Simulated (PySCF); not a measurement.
PySCF 2.14 output of an unrestricted CAM-B3LYP calculation on a single atom or ion in x2c-TZVPPall, with the spin-free X2C one-electron Hamiltonian (Gaussian nucleus):

```
SCF conv_tol = 1e-09
number electrons alpha = 22  beta = 18
    T. Yanai, D. P. Tew, and N. C. Handy.,  Chem. Phys. Lett. 393, 51 (2004)
cycle= 1 E= -3598.35758896714  delta_E= -0.00998  |g|= 0.0497  |ddm|= 0.246
cycle= 2 E= -3598.35802967062  delta_E= -0.000441  |g|= 0.0166  |ddm|= 0.0507
cycle= 3 E= -3598.35811599169  delta_E= -8.63e-05  |g|= 0.00321  |ddm|= 0.0192
cycle= 4 E= -3598.3581852945  delta_E= -6.93e-05  |g|= 0.00244  |ddm|= 0.0172
cycle= 5 E= -3598.35823282394  delta_E= -4.75e-05  |g|= 0.00193  |ddm|= 0.0119
cycle= 6 E= -3598.35832154667  delta_E= -8.87e-05  |g|= 0.00104  |ddm|= 0.0336
cycle= 7 E= -3598.35834257381  delta_E= -2.1e-05  |g|= 0.000596  |ddm|= 0.017
cycle= 8 E= -3598.35834795376  delta_E= -5.38e-06  |g|= 0.000374  |ddm|= 0.00566
cycle= 9 E= -3598.35835085817  delta_E= -2.9e-06  |g|= 6.61e-05  |ddm|= 0.00659
cycle= 10 E= -3598.35835092206  delta_E= -6.39e-08  |g|= 9.86e-06  |ddm|= 0.00113
cycle= 11 E= -3598.35835092241  delta_E= -3.48e-10  |g|= 1.71e-06  |ddm|= 0.000104
converged SCF energy = -3598.35835092241  <S^2> = 6.0010733  2S+1 = 5.0004293
```

The run itself started from symmetry-adapted Hartree-Fock orbitals and held the occupation by maximum overlap, on a logarithmic radial grid, so the iterations belong to that start.

**Question.** Which element, charge and spin multiplicity is this?

**Answer.** Zr (zirconium, neutral), multiplicity 5; the state was [Kr] 4d2 5s1 5p1, one real determinant (an excited configuration).

⟨L²⟩ = 13.93 against 20 for a pure G term, so this real determinant mixes terms.
